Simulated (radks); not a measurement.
Initial-state core-level shifts of neutral strontium when its valence configuration changes from [Kr] 5s2. Calculated with a radial shooting solver on a logarithmic mesh with Libxc functionals: Dirac Kohn-Sham, PBEsol, spin-unpolarised, spherical densities, finite nucleus; open shells are shared between the two j in proportion to 2j + 1; Fermi nuclear charge, rms radius 4.224 fm. Shifts are changes of the shell-averaged eigenvalues in eV (positive: less bound); the change of the density at the nucleus, which sets a Mossbauer isomer shift, is in e/bohr^3, on a base of 6.088e+04.

valence              1s      2p      3p      3d  density at nucleus
4d2              +1.120  +1.323  +1.329  +1.348             -12.000
4d1 5p1          -0.202  -0.067  -0.070  -0.058             -11.733
4d1 5s1          +0.880  +0.995  +0.996  +1.006              -6.539
4d0.5 5s1.5      +0.545  +0.608  +0.607  +0.613              -3.474
4d0.5 5s0.5 5p1  -0.682  -0.607  -0.611  -0.604              -8.631
5s1.5 5p0.5      -0.693  -0.692  -0.693  -0.692              -2.475
5s1 5p1          -1.360  -1.359  -1.359  -1.359              -5.122
5p2              -2.628  -2.625  -2.627  -2.626             -10.916
4d1.5 5s0.5      +1.057  +1.219  +1.222  +1.236              -9.346
